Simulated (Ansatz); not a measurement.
AlF2H3OSi (`[F][Al]([F])[O][SiH3]`). Total charge 0; spin multiplicity 1.

```xyz
8

F    -1.6122    1.6990   -1.9135
Al   -0.5060    1.6027   -0.7147
F     0.1428    2.9963   -0.1605
O    -0.0569    0.1391   -0.0824
Si    0.4023   -1.2826    0.5689
H    -0.7464   -2.2241    0.5755
H     0.8681   -1.0698    1.9632
H     1.5084   -1.8606   -0.2364
```

(1) What are the harmonic wavenumbers in cm⁻¹ at PBE0-D4/def2-TZVP (Ansatz, finite differences of forces, unscaled)? (An estimate is asked.)

## Answers

(1) Ansatz gave: 8i, 29, 72, 230, 248, 298, 511, 731, 735, 826, 943, 955, 958, 988, 1182, 2230, 2231, 2232.
